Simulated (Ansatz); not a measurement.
All values below come from PBE0-D4/def2-TZVP (Ansatz, a program for electronic structure). No frequencies were computed at this level.

Ansatz 0.2 input:
```yaml
crystal:
  periodic: [false, false, false]
  atoms:
    - { symbol: B, position_ang: [-0.146792, 0.040146, 0.0] }
    - { symbol: S, position_ang: [1.419858, -0.243451, -0.000005] }
    - { symbol: H, position_ang: [-1.273064, 0.244309, 0.000004] }
basis:
  gaussian: { orbitals: def2-tzvp }
hamiltonian:
  xc: pbe0
  dispersion: d4
relax:
  max_steps: 150
```

Output:

```
Functional definition: PBE0
484 factors; their error is unknown
mean field evaluation 1: about -11522.6253 eV, gradient 2.0e1 eV
mean field evaluation 2: about -11522.4223 eV, gradient 2.1e1 eV
mean field evaluation 4: about -11523.7368 eV, gradient 6.6e-1 eV
mean field evaluation 8: about -11523.7594 eV, gradient 5.8e-3 eV
mean field -11523.75937561 eV, -423.4903459690 hartree, gradient 8.0e-5 eV, S^2 0.000000; 0 other end points of the search recorded, 0 dependent functions left out
reference -11523.75939879 eV, -423.4903468210 hartree; 11, 11 occupied and 63, 63 virtual orbitals, 484 factors
relax step   1: F+E_penalty+E_count = -11523.79017679 eV  Δ(F+E_penalty+E_count) = +0.000e0 eV  max|allowed force component| = 8.583e-1 eV/Å  Δτ_max = 0.0000 Å  (23 SCF iters, accepted)
these checks for a lower state are left out or cut short: starts, cluster_reference, orbital_swaps, neighbouring_geometries, increment
484 factors; their error is unknown
mean field evaluation 16: about -11523.7720 eV, gradient 1.0e-1 eV
mean field -11523.77196462 eV, -423.4908086064 hartree, gradient 8.0e-6 eV, S^2 0.000000; 0 other end points of the search recorded, 0 dependent functions left out
reference -11523.77198782 eV, -423.4908094593 hartree; 11, 11 occupied and 63, 63 virtual orbitals, 484 factors
relax step   2: F+E_penalty+E_count = -11523.80274330 eV  Δ(F+E_penalty+E_count) = -1.257e-2 eV  max|allowed force component| = 2.185e-1 eV/Å  Δτ_max = 0.0158 Å  (29 SCF iters, accepted)
these checks for a lower state are left out or cut short: starts, cluster_reference, orbital_swaps, neighbouring_geometries, increment
484 factors; their error is unknown
mean field -11523.77304316 eV, -423.4908482421 hartree, gradient 8.5e-6 eV, S^2 0.000000; 0 other end points of the search recorded, 0 dependent functions left out
reference -11523.77306638 eV, -423.4908490955 hartree; 11, 11 occupied and 63, 63 virtual orbitals, 484 factors
relax step   3: F+E_penalty+E_count = -11523.80381235 eV  Δ(F+E_penalty+E_count) = -1.069e-3 eV  max|allowed force component| = 2.108e-2 eV/Å  Δτ_max = 0.0061 Å  (29 SCF iters, accepted)
these checks for a lower state are left out or cut short: starts, cluster_reference, orbital_swaps, neighbouring_geometries, increment
484 factors; their error is unknown
mean field evaluation 32: about -11523.7730 eV, gradient 2.5e-5 eV
mean field -11523.77304930 eV, -423.4908484678 hartree, gradient 2.8e-5 eV, S^2 0.000000; 0 other end points of the search recorded, 0 dependent functions left out
reference -11523.77307252 eV, -423.4908493212 hartree; 11, 11 occupied and 63, 63 virtual orbitals, 484 factors
relax step   4: F+E_penalty+E_count = -11523.80381773 eV  Δ(F+E_penalty+E_count) = -5.387e-6 eV  max|allowed force component| = 1.894e-3 eV/Å  Δτ_max = 0.0004 Å  (18 SCF iters, accepted)
484 factors; their error is unknown
mean field -11523.77304930 eV, -423.4908484678 hartree, gradient 2.8e-5 eV, S^2 0.000000; 1 other end points of the search recorded, 0 dependent functions left out
reference -11523.77307252 eV, -423.4908493212 hartree; 11, 11 occupied and 63, 63 virtual orbitals, 484 factors
Total energy: -11523.80384096 eV, -423.4919800403 hartree
Atom 0 at    -0.138695     0.038757     0.000000 Å, force    -0.001894     0.000563     0.000000 eV/Å
Atom 1 at     1.433520    -0.245959    -0.000005 Å, force     0.001523    -0.000369    -0.000000 eV/Å
Atom 2 at    -1.294824     0.248206     0.000004 Å, force     0.000371    -0.000194    -0.000000 eV/Å
Dipole moment:    -0.290966     0.052693     0.000001 e Å
```

Cost: very roughly 3 core-seconds.
